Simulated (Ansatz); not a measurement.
B₄P₄H₁₆⁻, a cluster cut from zinc blende BP (hydrogen-capped). Charge -1, multiplicity 2. Geometry r2SCAN-D4/def2-SVP, that of the neutral singlet; atoms count from 1.

Cartesian coordinates in Å:
```
B -1.371 0.867 -1.519
B 2.214 -0.115 -0.160
B -0.577 -2.146 -0.030
B -0.266 1.394 1.709
P -1.600 -1.050 -1.270
P 1.343 -1.856 -0.158
P -1.342 1.857 0.156
P 1.599 1.049 1.272
H -2.288 1.283 -2.201
H -0.280 1.022 -2.034
H 3.413 -0.281 -0.039
H 1.906 0.426 -1.205
H -0.809 -3.317 -0.264
H -0.907 -1.805 1.090
H -0.718 0.355 2.150
H -0.315 2.314 2.504
H -1.529 -1.600 -2.576
H -2.958 -1.342 -0.983
H 1.860 -2.525 -1.297
H 1.905 -2.678 0.853
H -1.100 3.203 -0.219
H -2.662 2.003 0.655
H 2.283 2.275 1.067
H 2.198 0.667 2.499
```

The highest occupied level of the charge -1 doublet lies above zero (up to 2.44 eV). By energy differences it is unbound by 1.10 eV (vertical, against the charge 0 singlet, at PBE0-D4/def2-TZVP) and held by the finite basis.

(1) Estimate the Mulliken populations from the PBE0/def2-TZVP orbitals of Ansatz.

(2) Where does the spin sit?

(3) And the Mayer bond orders between heavy atoms (over 0.3)?

## Answers

(1) 
```json
{"atom": "B1", "charge (e)": "-0.24", "spin (α − β)": "-0.01"}
{"atom": "B2", "charge (e)": "-0.24", "spin (α − β)": "-0.01"}
{"atom": "B3", "charge (e)": "-0.24", "spin (α − β)": "-0.01"}
{"atom": "B4", "charge (e)": "-0.24", "spin (α − β)": "-0.01"}
{"atom": "P5", "charge (e)": "0.00", "spin (α − β)": "0.15"}
{"atom": "P6", "charge (e)": "0.00", "spin (α − β)": "0.15"}
{"atom": "P7", "charge (e)": "0.00", "spin (α − β)": "0.15"}
{"atom": "P8", "charge (e)": "0.00", "spin (α − β)": "0.15"}
{"atom": "H9", "charge (e)": "0.00", "spin (α − β)": "0.00"}
{"atom": "H10", "charge (e)": "0.01", "spin (α − β)": "0.01"}
{"atom": "H11", "charge (e)": "0.00", "spin (α − β)": "0.00"}
{"atom": "H12", "charge (e)": "0.01", "spin (α − β)": "0.01"}
{"atom": "H13", "charge (e)": "0.00", "spin (α − β)": "0.00"}
{"atom": "H14", "charge (e)": "0.01", "spin (α − β)": "0.01"}
{"atom": "H15", "charge (e)": "0.01", "spin (α − β)": "0.01"}
{"atom": "H16", "charge (e)": "0.00", "spin (α − β)": "0.00"}
{"atom": "H17", "charge (e)": "-0.01", "spin (α − β)": "0.05"}
{"atom": "H18", "charge (e)": "-0.01", "spin (α − β)": "0.05"}
{"atom": "H19", "charge (e)": "-0.01", "spin (α − β)": "0.05"}
{"atom": "H20", "charge (e)": "-0.01", "spin (α − β)": "0.05"}
{"atom": "H21", "charge (e)": "-0.01", "spin (α − β)": "0.05"}
{"atom": "H22", "charge (e)": "-0.01", "spin (α − β)": "0.05"}
{"atom": "H23", "charge (e)": "-0.01", "spin (α − β)": "0.05"}
{"atom": "H24", "charge (e)": "-0.01", "spin (α − β)": "0.05"}
```
Mulliken values depend strongly on the basis.

(2) Summed by element: B -0.05, P 0.61, H 0.44, of 1 unpaired in all. Largest on single atoms: P7 0.15, P8 0.15, P5 0.15.

(3) B1–P5 0.90 (1.95 Å); B1–P7 0.90 (1.95 Å); B2–P6 0.90 (1.95 Å); B2–P8 0.90 (1.95 Å); B3–P5 0.90 (1.95 Å); B3–P6 0.90 (1.95 Å); B4–P7 0.90 (1.95 Å); B4–P8 0.90 (1.95 Å).
